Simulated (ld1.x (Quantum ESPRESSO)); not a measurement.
## What one change does to a pseudopotential (Sc, ultrasoft)

```json
{
  "Element": "Sc (Z = 21)",
  "Generator": "ld1.x (Quantum ESPRESSO) 7.5",
  "Type": "ultrasoft",
  "Functional": "LDA (PZ)",
  "Relativity": "scalar-relativistic",
  "Frozen core": "[Ar]",
  "Valence charge": "3",
  "Reference configuration": "3d1 4s2 4p0",
  "Partial waves": "4s (bound): rcut 3.10, rcutus 3.30 bohr; 4s channel at 0.4 Ry: rcut 3.10, rcutus 3.30 bohr; 4p (bound, empty): rcut 3.05, rcutus 3.80 bohr; 4p channel at 0.95 Ry: rcut 3.05, rcutus 3.80 bohr; 3d (bound): rcut 2.50, rcutus 2.90 bohr; 3d channel at 0.15 Ry: rcut 2.50, rcutus 2.90 bohr",
  "Local potential": "all-electron potential smoothed inside 2.60 bohr (lloc = -2)",
  "Core correction": "a·sin(br)/r model core inside 2.70 bohr",
  "Augmentation charge": "PSQ, inside the norm-conserving radii"
}
```

Change: all radii but the core radius scaled by about 1.14 (s 3.74, p 4.32, d 3.30 bohr, rcut 3.52/3.46/2.84); local potential all-electron potential smoothed inside 2.96 bohr (lloc = -2).

Cutoffs: the cutoffs (Ry, on a coarse ladder) from which the occupation-weighted sum of valence levels, in a spherical-Bessel basis at the reference potential, stays within 10 and 1 mRy of its value at 400 Ry; they do not see the model core or the augmentation charge, which bear on the density cutoff. Errors are all-electron minus pseudo energies relative to the spin-unpolarised reference configuration.

Task: How do hardness, ghosts and transferability respond?

Result: Both files are very soft, the changed one slightly softer (loose and tight cutoff 8 and 12 Ry → 6 and 8 Ry on this coarse ladder); the s channel sets the loose cutoff, while the largest relative change is in d, which becomes softer; the number of tests that count goes from 8 to 4 (the test run of the changed file stopped, so its transferability is not established); of the 4 tests that both files solve, the error grows in 4 and shrinks in 0 by more than 15 % and 0.3 meV (median size 1.0 → 2.4 meV); neither file shows a bound ghost at the reference potential, the only one tested. More of the atom is replaced by a form fitted at one configuration, so other configurations suffer.

```tsv
quantity	base	changed
cutoff, loose	8 Ry	6 Ry
cutoff, tight	12 Ry	8 Ry
loose cutoff by channel (10 mRy a level)	s 6 Ry, d 8 Ry	s 6 Ry, d 6 Ry
bound ghosts	none	none
tests counted (converged, no solver errors)	8 of 9	4 of 9 (the test run stopped)
error for 3d1 4s1 4p0, meV [ΔE 7.07 eV]	-1.6	-3.5
error for 3d1 4s0 4p0, meV [ΔE 20.03 eV]	-2.3	-12
error for 3d1 4s1.5 4p0, meV [ΔE 2.82 eV]	-0.5	-0.9
error for 3d1 4s1 4p1, meV [ΔE 2.84 eV]	+0.4	-1.4
lowest overlap eigenvalue by channel	s 0.42, p 0.63, d 0.50	s 0.43, p 0.62, d 0.17
```

Base: Tests not counted: 3d2 4s1 4p0 (solver errors, printed error -36.8 eV).
